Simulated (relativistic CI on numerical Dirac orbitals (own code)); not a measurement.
Sensitivity of the levels of Yb+ to α and to the nuclear radius

Method of calculation: Dirac-Coulomb-Breit CI, separate exchange-only KLI orbitals for each configuration, valence Slater integrals scaled by 0.85, P86 correlation energy added to each configuration, derivatives by finite differences, QED left out (own radial code, finite nucleus).

Configuration list (outside the closed core [Xe]): 4f14.6s, 4f13.6s2, 4f14.5d, 4f13.6s.5d, 4f14.6p, 4f13.5d2, 4f13.6s.6p, 4f13.5d.6p. Levels of other configurations are missing.

With x = (α/α₀)² − 1 an excitation energy changes as ω = ω₀ + qx; K = 2q/ω₀ is the relative enhancement. Terms are leading LS components, so labels can repeat. The field-shift factor is F = δν/δ⟨r²⟩ for the transition from the lowest level.

Lowest level 4f13.6s2 2F°_7/2.

```
              Level  ω₀ (cm⁻¹)  q (cm⁻¹)  F (GHz/fm²)
     4f14.6s 2S_1/2      301.8     53790          -38
 4f13.6s.5d 4P°_5/2     2604.8     14750        -20.4
 4f13.6s.5d 4P°_3/2     5144.8     15740        -21.1
 4f13.6s.5d 2H°_9/2     5966.7     14630        -20.4
4f13.6s.5d 4H°_11/2     6093.3     14900        -20.3
4f13.6s.5d 4H°_13/2     6530.0     15460        -19.8
 4f13.6s.5d 4D°_7/2     7553.0     14700        -20.1
 4f13.6s.5d 4D°_5/2     7959.6     14970        -20.1
 4f13.6s.5d 2D°_3/2     8424.9     15550          -20
 4f13.6s.5d 4F°_9/2     8852.7     14890          -20
 4f13.6s.5d 4P°_1/2     9244.5     18620        -20.6
 4f13.6s.5d 4G°_7/2     9402.9     15030        -20.3
   4f13.6s2 2F°_5/2     9976.8     11090        -5.79
 4f13.6s.5d 2F°_5/2    10279.5     13480        -14.4
 4f13.6s.5d 2G°_7/2    10397.5     15610        -19.8
 4f13.6s.5d 2G°_9/2    10412.9     15480        -19.8
4f13.6s.5d 4G°_11/2    10494.7     15780        -20.5
 4f13.6s.5d 2P°_3/2    10540.7     19900        -22.4
4f13.6s.5d 2H°_11/2    11392.9     17640          -23
 4f13.6s.5d 2D°_5/2    12963.1     18000        -23.3
 4f13.6s.5d 2F°_7/2    13406.1     18640        -24.4
 4f13.6s.5d 2G°_9/2    13922.0     18500        -24.2
 4f13.6s.5d 4P°_1/2    14907.0     24750        -20.3
```

Correlation outside the listed configurations is missing or only estimated: errors of thousands of cm⁻¹ between configurations and terms are usual at this charge. Rates and lifetimes follow the computed energies and can be off by large factors. The fine structure of a lone outer electron comes out too small, for d and f at times inverted, and misplaced configurations move strength between like terms. The computed lowest level isn't the tabulated ground level, which NIST ASD gives as 4f14 6s 2S1/2.

(1) Which transition from the lowest level has the largest |K|?

Results:

(1) 4f14.6s 2S_1/2 at 301.8 cm⁻¹, K = 356.
